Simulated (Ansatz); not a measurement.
Gas-phase electronic energies from Ansatz, PBE0-D4/def2-TZVP geometries. CCSD(T)/CBS adds triple-zeta CCSD(T) − MP2 to the extrapolated MP2 energy (def2 sets, frozen cores). This one scheme is used for every species. DFT in def2-TZVPP. B3LYP here is the variant with VWN-RPA as its local correlation; programs differ in this. Each species was taken in one conformer, which may not be the lowest.

Reaction (silylene formation by 1,1-elimination): `O[SiH2]C(F)Cl` → `OC(F)Cl` + `[SiH2]`

`O[SiH2]C(F)Cl`:

```xyz
9

O     0.567    1.161   -1.364
Si   -0.265    0.836    0.010
C     0.215   -0.895    0.651
F    -0.531   -1.235    1.745
Cl   -0.107   -2.061   -0.669
H     0.447    0.556   -2.099
H    -1.736    0.802   -0.178
H     0.140    1.858    1.000
H     1.269   -1.023    0.904
```

`OC(F)Cl`:

Z-matrix (Å, degrees):
```
C
F 1 1.357
Cl 1 1.794 2 106.8
O 1 1.346 2 111.5 3 -123.2
H 1 1.088 2 109.3 3 116.1
H 4 0.965 1 109.3 2 64.5
```

`[SiH2]`:

Cartesian coordinates in Å:
```
Si -0.361 0.453 -0.414
H 1.118 0.224 -0.118
H -0.757 -0.677 0.531
```

```json
{"level": "PBE-D4", "ΔE (eV)": "3.44"}
{"level": "B3LYP", "ΔE (eV)": "3.35"}
{"level": "HF/def2-TZVPP", "ΔE (eV)": "3.34"}
{"level": "CCSD/CBS(def2)", "ΔE (eV)": "3.56"}
```

Problem. What does CCSD(T)/CBS give? (An estimate is asked.)

Solution. Ansatz gave: +3.59 eV. The listed levels differ from it by -0.15, -0.24, -0.25, -0.03 eV.

Largest T1 diagnostic among the species: 0.014.

The D4 term adds +0.14 eV with B3LYP and +0.08 eV with PBE0; it sums over pairs of atoms, weighted by their polarisabilities, and B3LYP, whose exchange is more repulsive, gets the larger term. From PBE to PBE0 (25 % exact exchange), in def2-TZVPP and without D4, ΔE moves by +0.12 eV.
